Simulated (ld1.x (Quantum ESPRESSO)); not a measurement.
## H: one change to a TM potential, before and after

ld1.x (Quantum ESPRESSO) 7.5 input, shortened:

```
&input
   title='H', zed=1., rel=1, dft='PBE', iswitch=3,
   config='1s1 2p-2'
 /
 &inputp
   pseudotype=2, tm=.true., lloc=-1, rcloc=0.70,
   nlcc=.false.
 /
2
1S  1  0   1.00   0.00  0.70  0.70  0.0
2P  2  1  -2.00   0.15  0.75  0.75  0.0
 &test
   configts(1)='1s1'
 /
```

All-electron outer shells of the reference configuration (PBE, scalar-relativistic, ld1.x):

```csv
shell,level (eV),outermost node (bohr),outermost maximum (bohr)
1s,-6.49,–,1.03
```

Change: wave 1s (bound): rc 0.70 bohr becomes 1s (bound): rc 1.04 bohr.

Cutoffs: the cutoffs (Ry, on a coarse ladder) from which the occupation-weighted sum of valence levels, in a spherical-Bessel basis at the reference potential, stays within 10 and 1 mRy of its value at 400 Ry; they do not see the model core or the augmentation charge, which bear on the density cutoff. Errors are all-electron minus pseudo energies relative to the spin-unpolarised reference configuration.

How do hardness, ghosts and transferability respond?

The potential gets softer (35 Ry and 80 Ry → 25 Ry and 45 Ry); neither file shows a bound ghost. A larger radius leaves more room for a smooth pseudo-wave, so fewer plane waves are needed.

| quantity | base | changed |
| --- | --- | --- |
| cutoff, loose | 35 Ry | 25 Ry |
| cutoff, tight | 80 Ry | 45 Ry |
| bound ghosts | none | none |
| error for 1s0.5, meV [ΔE 4.76 eV] | +0.1 | +0.7 |
